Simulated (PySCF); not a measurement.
# Calculated NMR parameters of C[SiH2][SiH2]/C([SiH3])=C\F

```
Formula                               : C3H11FSi3
SMILES                                : C[SiH2][SiH2]/C([SiH3])=C\F
InChI                                 : InChI=1S/C3H11FSi3/c1-6-7-3(5)2-4/h2H,6-7H2,1,5H3/b3-2-
Point group of the computed structure : C1
Degrees of unsaturation               : 1
Carbon signals                        : 3
Proton signals                        : 5
```

Atoms are numbered as in `[CH3:1][SiH2:2][SiH2:3]/[C:4]([SiH3:5])=[CH:6]\[F:7]`. Hydrogens are named by the atom that carries them.

PySCF 2.14 calculation with GIAO PBE0/pcSseg-1 shieldings and GFN2-xTB geometry; no relativistic terms, equivalent nuclei averaged, isolated molecule, single conformer.

References, each an isolated molecule treated in the same way: ¹H, ¹³C, ²⁹Si vs TMS; ¹⁹F against CFCl3.

| carbon | δC, type | δH (multiplicity) | HMBC from (2–3 bonds) | span of the C tensor (ppm) |
| --- | --- | --- | --- | --- |
| C1 | -9.1, CH3 | 0.14 (t) | H(Si3), H(Si2) | 12 |
| C4 | 103.3, C | – | H(C6), H(Si3), H(Si5), H(Si2) | 204 |
| C6 | 169.2, CH | 7.12 (m) | H(Si3), H(Si5) | 189 |

Other nuclei:
```json
{"atoms": "H(Si3)", "nucleus": "¹H", "environment": "hydrogen on a silicon bonded to C, Si", "δ (ppm)": "4.28", "σ (ppm)": "27.44"}
{"atoms": "H(Si5)", "nucleus": "¹H", "environment": "hydrogen on a silicon bonded to C", "δ (ppm)": "4.23", "σ (ppm)": "27.49"}
{"atoms": "H(Si2)", "nucleus": "¹H", "environment": "hydrogen on a silicon bonded to C, Si", "δ (ppm)": "3.99", "σ (ppm)": "27.73"}
{"atoms": "F7", "nucleus": "¹⁹F", "environment": "vinylic fluorine", "δ (ppm)": "-45.1", "σ (ppm)": "216.1"}
{"atoms": "Si5", "nucleus": "²⁹Si", "environment": "silicon bonded to C, 3 H", "δ (ppm)": "-71.8", "σ (ppm)": "421.0"}
{"atoms": "Si2", "nucleus": "²⁹Si", "environment": "silicon bonded to C, Si, 2 H", "δ (ppm)": "-84.0", "σ (ppm)": "433.2"}
{"atoms": "Si3", "nucleus": "²⁹Si", "environment": "silicon bonded to C, Si, 2 H", "δ (ppm)": "-88.2", "σ (ppm)": "437.4"}
```

1. Carbon types of the structure: 1 × C, 1 × CH, 1 × CH3, leaving 7 H on heteroatoms.
2. δC 169.2: alkene CH.
3. δC 103.3: fully substituted alkene carbon; as expected for a trigonal carbon in a double bond.
4. δC -9.1: methyl carbon bonded to Si; an electropositive neighbour leaves it electron-rich and shielded.
5. δH 7.12: hydrogen on an alkene CH; attached to an sp2 carbon and in the plane of the double bond.
6. δH 0.14: hydrogen on a methyl carbon bonded to Si; an electropositive neighbour shields it, as in TMS itself.

Splittings by ¹⁹F in the carbon and heteronuclear signals aren't shown, as no couplings were computed. Shifts are as computed. Against solution values, carbons near 30 ppm lie about +3 ppm off and those near 130 ppm about +5 ppm. Of 1211 compounds with measured shifts, 218 miss one by over three times the rms of a fit or turn the order of signals round; such compounds aren't used in these exercises. Unscaled 19F shifts against computed CFCl3 carry errors that often reach 10 to 50 ppm. No couplings were computed; multiplicities are counted from neighbouring protons, with m where these are inequivalent, close in shift, in a saturated or five-membered ring or joined by F or P, and br s for small geminal =CH2 splittings.
